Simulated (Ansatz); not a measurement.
H2Pb (SMILES [PbH2]) moved off its minimum; all values from Ansatz (a quantum-chemistry and plane-wave program), cores frozen in correlated methods. Elements past Kr take the def2 small-core potentials, without spin–orbit coupling.
(charge 0, multiplicity 1)
```xyz
3

Pb     0.0054    -0.0793    -0.0936
H     -0.3825    -1.3320    -1.2716
H     -0.1339     1.1777    -1.2345
```

Forces at B3LYP/def2-TZVPP (eV/Å):

```json
[
 {"atom": "Pb1", "Fx": "0.406", "Fy": "-0.680", "Fz": "2.072"},
 {"atom": "H2", "Fx": "-0.231", "Fy": "-0.657", "Fz": "-0.739"},
 {"atom": "H3", "Fx": "-0.176", "Fy": "1.337", "Fz": "-1.334"}
]
```

Give the forces (eV/Å), the total energy and the dipole at CCSD(T)/def2-TZVPPD.


```
atom      Fx      Fy      Fz
----  ------  ------  ------
Pb1    0.426  -0.693   2.163
H2    -0.247  -0.726  -0.779
H3    -0.179   1.419  -1.384
```
Energy -193.0598 hartree, dipole 0.78 D.
